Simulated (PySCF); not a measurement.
Species: SnI₄.
Geometry (PBE0-D3(BJ)/def2-SVP, Å), atoms numbered from 1 in this order:
```xyz
5
SnI4 angstrom
I     -0.6433   -1.4390   -2.1757
Sn     0.0055   -0.0063   -0.0088
I      0.2747    2.5714   -0.6802
I      2.3145   -0.9276    0.9853
I     -1.9178   -0.2329    1.8417
```

Computed with PySCF 2.14.0, PBE0-D3(BJ)/def2-SVP geometry optimisation, gas phase, def2 core potentials past Kr.

Which atoms are bound to Sn2, and at what distances?

4 atoms: I3 2.677 Å, I4 2.677 Å, I1 2.677 Å, I5 2.678 Å.

List the angles at Sn2.

| angle | degrees | distance of the outer atoms (Å) |
| --- | --- | --- |
| I1–Sn2–I5 | 109.9 | 4.38 |
| I3–Sn2–I4 | 109.7 | 4.38 |
| I1–Sn2–I3 | 109.7 | 4.38 |
| I4–Sn2–I5 | 109.5 | 4.37 |
| I3–Sn2–I5 | 109.1 | 4.36 |
| I1–Sn2–I4 | 109.0 | 4.36 |

What is the shape at Sn2?

Tetrahedral: angles from 109.0° to 109.9°; τ4 = (360° − α − β)/141° = 1.00 with α and β the two widest (0 for a square, 1 for a tetrahedron).

What are the rotational constants (commonest isotopes, rigid rotor)?

A = 209.4, B = 208.0, C = 207.4 MHz: a spherical top.

Point group: Td (tolerance 0.08 Å). Charge 0, singlet. No PBE0-D3(BJ)/def2-SVP frequencies stand behind this structure, so it isn't proved a minimum.

The run took 82 s wall, 2.1 min CPU on Arm Neoverse V1, 2 threads, no GPU, shared host with 32 logical CPUs at a one-minute load of 12, and the process peaked at 0.62 GiB of memory. This is the geometry optimisation.
